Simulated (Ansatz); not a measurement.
`C[CH2][In][NH2]` radical at its PBE0-D4/def2-TZVP geometry, where that method's forces vanish. The species carries charge 0 and has multiplicity 2. In: def2 effective core potential.

```tsv
atom	x (Å)	y (Å)	z (Å)
C1	-0.082	1.010	-0.870
C2	-0.232	-0.447	-1.264
In3	0.080	-1.772	0.500
N4	0.186	-0.701	2.244
H5	0.921	1.232	-0.494
H6	-0.255	1.674	-1.726
H7	-0.792	1.299	-0.091
H8	0.489	-0.757	-2.023
H9	-1.232	-0.679	-1.638
H10	0.457	-1.131	3.116
H11	0.461	0.271	2.246
```

Problem. For each bond, give half the difference of the two atoms' forces along it (eV/Å; positive pushes the atoms apart) under PBE-D4, r2SCAN-D4, B3LYP-D4, ωB97M-V in def2-TZVPP. (Estimate.)

Solution. Ansatz gave: 
```tsv
bond	length (Å)	PBE-D4	r2SCAN-D4	B3LYP-D4	ωB97M-V
C1–C2	1.517	-0.07	0.08	0.15	0.30
C1–H5	1.093	0.11	-0.04	-0.07	-0.07
C1–H6	1.097	0.15	0.01	-0.05	-0.13
C1–H7	1.093	0.10	-0.04	-0.07	-0.08
C2–In3	2.229	0.15	0.09	0.27	-0.18
C2–H8	1.091	0.10	-0.05	-0.13	-0.08
C2–H9	1.092	0.09	-0.05	-0.14	-0.08
In3–N4	2.049	0.15	0.05	0.24	-0.04
N4–H10	1.009	0.21	0.03	-0.05	-0.02
N4–H11	1.011	0.21	0.01	-0.06	-0.01
```

B3LYP here is the variant with VWN-RPA as its local correlation; programs differ in this.
